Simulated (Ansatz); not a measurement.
`BCC(F)Cl`, relaxed with RKS PBE0-D4/def2-TZVP in Ansatz from a PBE-D4/def2-SVP geometry. The force threshold is 0.005 eV/Å; the program also tests the step.

The species carries charge 0 and has multiplicity 1.

Start:

```xyz
10

B     0.745    0.658    1.153
C     0.156   -0.474    0.248
C    -0.635   -0.012   -0.956
F     0.170    0.732   -1.780
Cl   -1.291   -1.416   -1.903
H     0.383    1.815    1.047
H     1.540    0.366    2.027
H    -0.495   -1.083    0.922
H     0.947   -1.187   -0.074
H    -1.519    0.601   -0.685
```

By how much does the energy fall, and how many steps does the optimiser take? (Best estimate.)

Computed: 0.04 eV, in 7 steps.

Which bonds change most? (Best estimate.)

The calculation gave: C3–Cl5 from 1.816 to 1.785 Å; B1–H7 from 1.217 to 1.195 Å; B1–H6 from 1.217 to 1.196 Å; C3–H10 from 1.110 to 1.091 Å.

Give the relaxed structure. (An estimate is asked.)

Computed: 
```xyz
10

B     0.727    0.655    1.151
C     0.168   -0.480    0.243
C    -0.622   -0.017   -0.946
F     0.188    0.691   -1.786
Cl   -1.316   -1.380   -1.867
H     0.320    1.777    1.070
H     1.539    0.388    1.987
H    -0.485   -1.075    0.901
H     0.947   -1.181   -0.075
H    -1.465    0.622   -0.678
```
